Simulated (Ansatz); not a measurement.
The cluster Ta5Si3⁺, relaxed as a quintet with UKS PBE-D4/def2-SVP in Ansatz, starting from the PBE-D4/def2-SVP geometry of the charge +1 singlet. Force threshold 0.03 eV/Å.

In the def2 sets Ta takes a core potential; there is no spin–orbit coupling. The relaxation made no stability test and no search for a lower SCF solution. At PBE-D4/def2-SVP a singlet of charge 1 lies 0.85 eV below the quintet, each at its own geometry. The structure comes from a short search, and lower isomers may exist.

Start:

```xyz
8

Ta   -0.153   -1.377    1.181
Ta   -2.253   -0.377    0.042
Ta   -0.067    0.698   -1.252
Ta    1.539   -1.506   -0.773
Ta   -0.860   -1.780   -1.551
Si    0.852    2.663    0.308
Si   -0.727    1.195    1.285
Si    1.669    0.485    0.760
```

```csv
step,energy (eV),largest force component (eV/Å),SCF passes
1,-31367.7582,1.510,123
2,-31368.0337,0.882,64
3,-31368.1569,0.478,57
4,-31368.2073,0.136,56
5,-31368.2114,0.129,52
6,-31368.2133,0.136,52
7,-31368.2147,0.067,42
8,-31368.2148,0.039,47
9,-31368.2153,0.004,41
```

Force components are those of the run's own axes.

End:

Cartesian coordinates in Å:
```
Ta -0.157 -1.356 1.133
Ta -2.265 -0.229 -0.092
Ta -0.074 0.664 -1.250
Ta 1.573 -1.366 -0.921
Ta -0.897 -2.026 -1.377
Si 0.877 2.670 0.401
Si -0.746 1.181 1.317
Si 1.689 0.462 0.789
```

By distances, no bond broke or formed. The bond that changes most is Ta3–Ta5, from 2.62 to 2.82 Å (atoms count from 1).

No frequencies were taken in this run, so the end may be a saddle point.

It took 2 min on 4 threads of Arm Neoverse V2 on a shared host.
